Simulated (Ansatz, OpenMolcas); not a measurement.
**OpenMolcas → Ansatz**

OpenMolcas 26.06 runs this on C2H2Cl2Sn (SMILES C#[C][SnH]([Cl])[Cl]):

run.inp:
```
>>> EXPORT MOLCAS_PRINT=2
&GATEWAY
BasLib=$CurrDir
Coord
7
bohr
C     -3.15206318     2.55056335     0.73037915
C     -1.40765699     1.11947376     0.42424351
Sn     1.57565364    -1.33131205    -0.04781007
Cl     0.30972611    -4.47090304    -2.80057412
Cl     4.80028230     0.84735319    -2.02106209
H     -4.69653634     3.81894753     0.99267313
H      2.68643466    -2.66262411     2.63597897
Basis=def2-SVP
Group=NoSym
&SEWARD
GridInput
Grid=UltraFine
End of Grid
&SCF
KSDFT=2
1.0 MGGA_X_R2SCAN
1.0 MGGA_C_R2SCAN
Thresholds=1e-10 1e-07 1e-07 1e-05
PrOrbitals=1 2
&ALASKA
```

```bash
$ export MOLCAS_MEM=1860
$ pymolcas run.inp > run.log
```

(Basis files named in the input come from the Basis Set Exchange and aren't shown.)

The coordinates come from a PBE0-D4/def2-TZVP relaxation.

It gives a total energy of -1211.741526 Eh.

Task: How is this level of theory, on these atoms, set up in Ansatz 0.2.0 as an input file of the program's own, asking for the energy?

Result: One way, which was run:

run.yaml:
```yaml
crystal:
  periodic: [false, false, false]
  atoms:
    - symbol: C
      position_ang: [-1.668000, 1.349700, 0.386500]
    - symbol: C
      position_ang: [-0.744900, 0.592400, 0.224500]
    - symbol: Sn
      position_ang: [0.833800, -0.704500, -0.025300]
    - symbol: Cl
      position_ang: [0.163900, -2.365900, -1.482000]
    - symbol: Cl
      position_ang: [2.540200, 0.448400, -1.069500]
    - symbol: H
      position_ang: [-2.485300, 2.020900, 0.525300]
    - symbol: H
      position_ang: [1.421600, -1.409000, 1.394900]
basis:
  gaussian:
    orbitals: def2-SVP
hamiltonian:
  xc: {name: r2SCAN}
accuracy: high
output: {orbitals: {seedname: orbitals}}
```

```bash
$ ansatz run run.yaml --threads 1 --pin off --max-ram 3480MiB --events-out events.jsonl --progress --plain --runs-dir runs
```

Its energy is -1211.741619 Eh, 0.093 mEh from the first; the programs' integration grids differ.
